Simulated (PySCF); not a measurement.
CH9PS2Si2: core ionisation energies

CH9PS2Si2.
Numbering: `[CH3:1][S:2][Si@H:3]([PH2:4])[S:5][SiH3:6]`

Geometry (PBE0-D3(BJ)/def2-SVP, Å), atoms numbered from 1 in this order:
```
atom  x, y, z in Å
C1     3.181    0.886    0.148
S2     2.633   -0.822   -0.183
Si3    0.625   -0.730    0.515
P4    -0.387   -2.733    0.315
S5    -0.431    0.716   -0.687
Si6   -2.336    0.675    0.314
H7     2.568    1.611   -0.405
H8     4.220    0.953   -0.201
H9     3.151    1.112    1.224
H10    0.567   -0.300    1.947
H11    0.152   -2.954   -0.988
H12    0.658   -3.438    0.989
H13   -3.020    1.953   -0.033
H14   -3.165   -0.479   -0.138
H15   -2.136    0.583    1.792
```

Computed, not measured: delta-SCF UKS SCAN, pcX-2 on the ionised atom, pcseg-1 elsewhere, spin-free X2C (PySCF). Each binding energy is the total energy of the core-ionised species, with the hole localised on one atom, minus that of the ground state; both are solved self-consistently, so orbital relaxation is included.

Question: List the computed XPS lines with their assignment.

Answer: 
| atom(s) | environment | level | binding energy (eV) | 2p1/2 (eV) | above the level's lowest (eV) | count |
| --- | --- | --- | --- | --- | --- | --- |
| S2 | sulfur bonded to C and Si | S 1s | 2476.64 | – | +0.30 | 1 |
| S5 | sulfur bonded to 2 Si | S 1s | 2476.34 | – | 0.00 | 1 |
| P4 | three-coordinate phosphorus | P 1s | 2149.87 | – | 0.00 | 1 |
| Si3 | SiH silicon | Si 1s | 1847.10 | – | +0.07 | 1 |
| Si6 | SiH3 silicon | Si 1s | 1847.03 | – | 0.00 | 1 |
| C1 | S-methyl carbon | C 1s | 291.32 | – | 0.00 | 1 |
| P4 | three-coordinate phosphorus | P 2p3/2 | 136.37 | 137.26 | 0.00 | 1 |
| Si3 | SiH silicon | Si 2p3/2 | 107.24 | 107.86 | +0.02 | 1 |
| Si6 | SiH3 silicon | Si 2p3/2 | 107.22 | 107.84 | 0.00 | 1 |

The 2 Si 1s values lie within 0.07 eV of each other; Gaussian lines of 0.5 eV full width would blend them into one maximum.

The 2 Si 2p3/2 values lie within 0.02 eV of each other.

Lowest listed S 1s: S5, bonded to 2 Si. Highest, 0.30 eV above it: S2, bonded to C and Si.

Question: Which effective nuclear charge Zeff reproduces each element's mean 1s value in the hydrogen-like formula E = 13.606 eV × Zeff²?

Answer: C (Z = 6): mean 291.3 eV, Zeff = 4.63, Z − Zeff = 1.37; Si (Z = 14): mean 1847.1 eV, Zeff = 11.65, Z − Zeff = 2.35; P (Z = 15): mean 2149.9 eV, Zeff = 12.57, Z − Zeff = 2.43; S (Z = 16): mean 2476.5 eV, Zeff = 13.49, Z − Zeff = 2.51. Means run over the listed sites, weighted by atom count.

Question: Which photon energy gives electrons from P 2p3/2 of P4 a kinetic energy of 50 eV, and what is their de Broglie wavelength?

Answer: hν = 136.37 + 50 = 186.37 eV, recoil neglected; λ = 12.264 Å/√(E/eV) = 1.73 Å.

Not every level is listed. Spin–orbit and ligand-field terms were added within each 2p shell after the spin-free SCF. 2p1/2 minus 2p3/2 (ligand field included): Si 0.62 eV, P 0.89 eV. The structure is a single PBE0-D3(BJ)/def2-SVP conformer in the gas phase; no vibrational or solvent corrections.
